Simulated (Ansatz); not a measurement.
Ansatz (an electronic-structure program) input (B3LYP/STO-3G):

Ansatz 0.2 input:
```yaml
crystal:
  periodic: [false, false, false]
  atoms:
    - {symbol: Nb, position_ang: [0.23377100, -0.07053300, 0.29820000]}
    - {symbol: O, position_ang: [1.81205400, -0.68853500, -0.16210800]}
    - {symbol: O, position_ang: [-0.49777100, -1.04272300, 1.56488100]}
    - {symbol: Cl, position_ang: [-1.18228700, 0.98481800, -1.37931700]}
basis:
  gaussian:
    orbitals: STO-3G
hamiltonian:
  xc: {name: B3LYP}
total_charge: -1
magnetization: {spin_polarized: true, initial_magnetization: 1}
output: {forces: true}
```

Output:

```
Functional definition: B3LYP
integrals: 0.01 GiB planned
575 factors; integrals over basis functions are off by at most 2.0e-4 eV
mean field: 0.32 GiB planned
mean field evaluation 1: about -117590.3044 eV, gradient 1.9e1 eV
mean field evaluation 2: about -117555.5547 eV, gradient 9.3e1 eV
mean field evaluation 4: about -117592.3131 eV, gradient 1.6e0 eV
mean field evaluation 8: about -117592.3192 eV, gradient 9.9e-2 eV
mean field evaluation 16: about -117592.3197 eV, gradient 5.9e-5 eV
mean field -117592.31974845 eV, -4321.4380438183 hartree, gradient 6.3e-5 eV, S^2 0.757755; 0 other end points of the search recorded, 0 dependent functions left out
the calculation of the forces begins
reference -117592.31991130 eV, -4321.4380498030 hartree; 38, 37 occupied and 8, 9 virtual orbitals, 575 factors
Total energy: -117592.31991130 eV, -4321.4380498030 hartree
Atom 0 at     0.233771    -0.070533     0.298200 Å, force     0.369453    -0.949501     0.299406 eV/Å
Atom 1 at     1.812054    -0.688535    -0.162108 Å, force    -1.907994     0.358837     0.844639 eV/Å
Atom 2 at    -0.497771    -1.042723     1.564881 Å, force     1.231902     0.840308    -1.502970 eV/Å
Atom 3 at    -1.182287     0.984818    -1.379317 Å, force     0.306638    -0.249645     0.358925 eV/Å
Dipole moment:     0.084849     0.121962     0.138497 e Å
```

The dipole moment of an ion depends on the origin.

The geometry given is a B3LYP-D3(BJ)/def2-TZVP minimum.
